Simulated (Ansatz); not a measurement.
Harmonic frequencies (cm⁻¹) at PBE0-D4/def2-TZVP from Ansatz: 93, 165, 200, 478, 480, 509, 639, 692, 708, 724, 1082, 1117, 1139, 1381, 1453, 1486, 1509, 1898, 1953, 1960, 2974, 3052, 3092, 3576.

(1) Which molecule is it?
A. `[CH3][SnH]([NH2])[F]`
B. `C[NH][SnH3]`
C. `[SH][Sn]([SH])([SH])[Cl]`
D. `N[CH2][SnH3]`

Answers

(1) B.
